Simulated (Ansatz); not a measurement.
Relaxation of the cluster Si4Ni⁺ with UKS PBE-D4/def2-SVP.

```sh
$ ansatz run in.yaml --threads 4 --pin off --events-out ev --progress --plain --max-ram 8704MiB
```

```yaml
crystal:
  periodic: [false, false, false]
  atoms:
    - {symbol: Ni, position_ang: [-1.689460, -0.186180, -0.425930]}
    - {symbol: Si, position_ang: [0.485660, -0.614140, -1.056090]}
    - {symbol: Si, position_ang: [1.866370, -0.978300, 0.831240]}
    - {symbol: Si, position_ang: [-0.171080, 0.130000, 1.296670]}
    - {symbol: Si, position_ang: [-0.491500, 1.648620, -0.645880]}
basis:
  gaussian: {orbitals: def2-SVP}
total_charge: 1
magnetization: {spin_polarized: true, initial_magnetization: 1}
hamiltonian: {xc: pbe, dispersion: d4}
scf: {lower_state_search: "off"}
output: {orbitals: {seedname: orbitals}}
relax: {f_tol: 0.02, max_steps: 100}
```

Hardware: 4 threads of Arm Neoverse V1 on a shared host. Wall time 16 s.

Positions (Å) and forces (eV/Å) at steps 1, 2, 3, 4, 5, 6 of 6:

```xyz
5
step=1 energy=-72508.0660 eV
Ni   -1.689   -0.186   -0.426    0.485   -0.108    0.173
Si    0.486   -0.614   -1.056   -0.250    0.188    0.323
Si    1.866   -0.978    0.831   -0.099   -0.105   -0.025
Si   -0.171    0.130    1.297   -0.082   -0.021   -0.451
Si   -0.491    1.649   -0.646   -0.055    0.047   -0.020
5
step=2 energy=-72508.0946 eV
Ni   -1.672   -0.199   -0.417    0.332   -0.097    0.123
Si    0.489   -0.593   -1.040   -0.205    0.104    0.189
Si    1.858   -1.011    0.837   -0.009   -0.082    0.005
Si   -0.160    0.141    1.275   -0.097   -0.025   -0.288
Si   -0.515    1.662   -0.656   -0.022    0.099   -0.030
5
step=3 energy=-72508.1080 eV
Ni   -1.633   -0.226   -0.398   -0.086    0.048   -0.038
Si    0.480   -0.564   -1.007    0.136   -0.031   -0.171
Si    1.860   -1.070    0.854   -0.094    0.048   -0.038
Si   -0.151    0.151    1.231    0.034    0.087    0.196
Si   -0.556    1.709   -0.680    0.010   -0.151    0.051
5
step=4 energy=-72508.1038 eV rejected
Ni   -1.593   -0.264   -0.373   -0.302    0.005   -0.073
Si    0.506   -0.541   -1.067    0.122    0.081   -0.051
Si    1.785   -1.074    0.835    0.066   -0.059    0.057
Si   -0.153    0.202    1.275    0.109    0.076    0.047
Si   -0.546    1.677   -0.669    0.005   -0.103    0.020
5
step=5 energy=-72508.1136 eV
Ni   -1.632   -0.236   -0.393    0.001   -0.016    0.009
Si    0.497   -0.552   -1.038   -0.015    0.008    0.058
Si    1.831   -1.069    0.847    0.010   -0.012    0.008
Si   -0.147    0.176    1.255    0.015   -0.034   -0.050
Si   -0.549    1.681   -0.671   -0.010    0.055   -0.024
5
step=6 energy=-72508.1146 eV
Ni   -1.633   -0.234   -0.394    0.004    0.000    0.003
Si    0.496   -0.553   -1.030   -0.015    0.006    0.014
Si    1.836   -1.071    0.849    0.016   -0.006    0.008
Si   -0.146    0.171    1.250   -0.004   -0.009   -0.019
Si   -0.553    1.688   -0.674   -0.001    0.009   -0.006
```

Another isomer (doublet) lies 0.46 eV lower at PBE0-D4/def2-TZVP; other spin states weren't run for this one.
